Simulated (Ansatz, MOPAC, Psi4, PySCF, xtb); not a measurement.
Dimer: HBr (SMILES Br) (first 2 atoms) with H4OSi (SMILES O[SiH3]); geometry from B3LYP-D3(BJ)/def2-TZVP, rigid monomers moved along the line of their centres of mass till Br1···H5 is 2.53 Å.
(charge 0, multiplicity 1):
```xyz
8

Br    -0.467    -1.377    -0.096
H      0.413    -0.308     0.254
O     -1.075    -0.223     2.934
Si     0.525     0.114     3.135
H     -1.322    -0.811     2.213
H      1.309    -1.079     3.537
H      0.607     1.153     4.179
H      1.127     0.633     1.874
```

```tsv
level	interaction energy (kcal/mol)	minus CCSD(T)/CBS(def2-SVPD, def2-TZVPPD)	cost
GFN-FF	-0.18	0.99	-
AM1	0.91	2.08	-
PM3	-3.24	-2.08	-
PM7	2.85	4.02	-
GFN1-xTB	-2.57	-1.40	-
GFN2-xTB	-1.47	-0.31	-
HF/STO-3G (no counterpoise)	2.26	3.43	-
HF/3-21G (no counterpoise)	1.34	2.51	-
HF/6-31G*	3.59	4.76	-
HF/6-31G* (no counterpoise)	2.81	3.98	-
HF/def2-SVPD	3.16	4.33	-
PBE-D3(BJ)/def2-TZVPPD	-2.80	-1.63	×1
PBE-D4/def2-TZVPPD	-2.71	-1.54	×1
BP86/6-31G* (no counterpoise)	-0.28	0.89	-
r2SCAN/def2-TZVPPD	-1.75	-0.58	×2
r2SCAN-D3(BJ)/def2-TZVPPD	-2.24	-1.07	×2
r2SCAN-D4/def2-TZVPPD	-2.13	-0.96	×2
B3LYP/3-21G (no counterpoise)	-2.19	-1.02	-
B3LYP/6-31G* (no counterpoise)	-0.08	1.09	-
B3LYP/LANL2DZ (no counterpoise)	0.89	2.06	-
B3LYP/def2-TZVPPD	0.51	1.68	×1
B3LYP-D3(BJ)/def2-TZVPPD	-2.29	-1.13	×1
B3LYP-D4/def2-TZVPPD	-1.82	-0.65	×1
PBE0/def2-TZVPPD	-0.92	0.25	×1
PBE0-D3(BJ)/def2-TZVPPD	-2.38	-1.21	×1
PBE0-D4/def2-TZVPPD	-2.21	-1.04	×1
M06-2X/6-31G* (no counterpoise)	-2.20	-1.03	-
wB97X-V/def2-TZVPPD	-1.47	-0.31	×3
wB97M-V/def2-TZVPPD	-1.71	-0.54	×4
MP2/6-31G*	1.66	2.83	-
MP2/6-31G* (no counterpoise)	-0.47	0.70	-
MP2/def2-SVPD	-0.18	0.98	-
MP2/def2-TZVPPD	-1.10	0.07	-
SCS-MP2/def2-SVPD	0.75	1.92	-
SCS-MP2/def2-TZVPPD	-0.03	1.14	-
CCSD/def2-SVPD	0.57	1.74	-
CCSD/def2-TZVPPD	-0.18	0.99	-
CCSD(T)/def2-TZVPPD	-0.82	0.35	×100*
CCSD(T)/CBS(def2-SVPD, def2-TZVPPD)	-1.17	0.00	×100*
SAPT0/aug-cc-pVDZ	-1.02	0.15	-
```

 The comparison column counts from a level with limits of its own.

The rows run from -3.24 (PM3) to 3.59 kcal/mol (HF/6-31G*). In def2-TZVPPD the value moves MP2 -1.10, CCSD -0.18, CCSD(T) -0.82, a shift of 0.28 from MP2 to CCSD(T). From def2-SVPD to def2-TZVPPD MP2 changes by -0.92. The dispersion term adds -0.49 in r2SCAN-D3(BJ), -0.38 in r2SCAN-D4, -2.81 in B3LYP-D3(BJ). The 5 functionals in def2-TZVPPD without D3 or D4 span 2.26, from r2SCAN to B3LYP.

Counterpoise-corrected where a basis set is named; no monomer relaxation. Rows marked so take none.

Cores are frozen in the correlated methods. Filled d and f shells under p-block atoms count as core. CBS: X⁻³ extrapolation of the correlation energy, Hartree–Fock from the larger set. Rows in 3-21G, 6-31G*, LANL2DZ, STO-3G carry no dispersion term and start afresh at each structure (6-31G* with six Cartesian d functions); the Pople sets are all-electron and without relativity. MP2/6-31G* freezes PySCF's default core, which leaves 3d correlated. LANL2DZ brings its own core potentials from Na on. The state reached by AM1, PM3, PM7 isn't checked; PM7 holds dispersion and hydrogen-bond terms.

Codes used: Ansatz (a program for electronic structure) with Gaussian orbitals; MOPAC for AM1, PM3, PM7 (differences of heats of formation); Psi4 for SAPT; PySCF for 3-21G rows, 6-31G* rows, LANL2DZ rows, STO-3G rows, the dispersion terms; xtb for the GFN methods. Each number belongs to the level named beside it.

Costs are rough ratios of core time to PBE/def2-TZVPPD (about 5 s over the structures, on one shared machine); a dash marks a level with no comparable run of its own. A star marks coupled-cluster runs past 200 virtual orbitals, where the program's memory plan changes under this machine's limit, so their costs aren't comparable with smaller runs.
